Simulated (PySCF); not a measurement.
Two species compared at the same levels of theory.

First species: C₄H₃OP₃.
InChI=1S/C4H3OP3/c5-1-4-7-2-6-3-8-4/h1-3H

Second species: C4H6FO2P.
Atom-mapped SMILES: `[CH3:1][C:2]1=[C:3]([F:4])[P@@:5]1(=[O:6])[CH2:7][OH:8]` (hydrogens: H9, H10, H11 on C1; H12, H13 on C7; H14 on O8)

Levels: PBE0/def2-SVPD for dipole moment, HOMO energy, LUMO energy, HOMO–LUMO gap, static isotropic polarisability and electronic spatial extent ⟨r²⟩ about the centre of nuclear charge; TDDFT PBE0/def2-SVPD for lowest singlet excitation; TDA PBE0/def2-SVPD for lowest triplet excitation (Tamm–Dancoff); GFN2-xTB for rotational constant A and rotational constant C. Geometries: GFN2-xTB. Each structure is a single optimised conformer of the isolated species, non-relativistic unless stated; the electronic structure was computed with PySCF and density fitting.

The conformers computed, where there is a choice (atom-mapped SMILES and torsion angles):
- `[O:1]=[CH:2][c:3]1[p:4][cH:5][p:6][cH:7][p:8]1`: O1–C2–C3–P4 180°
- `[CH3:1][C:2]1=[C:3]([F:4])[P@@:5]1(=[O:6])[CH2:7][OH:8]`: C3–P5–C7–O8 164°, H–O8–C7–P5 49°

Values for the first species:

| Item | Value |
| --- | --- |
| Dipole moment | 3.13 D |
| HOMO energy | -7.53 eV |
| LUMO energy | -3.44 eV |
| HOMO–LUMO gap | 4.09 eV |
| Lowest singlet excitation | 2.73 eV |
| Lowest triplet excitation (Tamm–Dancoff) | 2.30 eV |
| Static isotropic polarisability | 124.7 au |
| Electronic spatial extent ⟨r²⟩ about the centre of nuclear charge | 1480 bohr² |
| Rotational constant A | 2.238 GHz |
| Rotational constant C | 0.697 GHz |

Estimate the same properties for the second species, and the change in each.

```csv
property,first,second,second less first
dipole moment,3.13 D,3.18 D,+0.05 D
HOMO energy,-7.53 eV,-7.91 eV,-0.38 eV
LUMO energy,-3.44 eV,-0.53 eV,+2.91 eV
HOMO–LUMO gap,4.09 eV,7.38 eV,+3.29 eV
lowest singlet excitation,2.73 eV,5.98 eV,+3.25 eV
lowest triplet excitation (Tamm–Dancoff),2.30 eV,4.84 eV,+2.54 eV
static isotropic polarisability,124.7 au,77.9 au,-46.8 au
electronic spatial extent ⟨r²⟩ about the centre of nuclear charge,1480 bohr²,1248 bohr²,-232 bohr²
rotational constant A,2.238 GHz,2.543 GHz,+0.305 GHz
rotational constant C,0.697 GHz,0.994 GHz,+0.297 GHz
```

On the first: The 8 singlets span 2.73 to 4.02 eV, and their oscillator strengths add up to 0.13.

On the second: The principal polarisabilities are 65.9, 73.8 and 94.0 au; their mean is the isotropic value. In wavenumbers S1 is 48200 cm⁻¹ (1 eV = 8065.54 cm⁻¹).
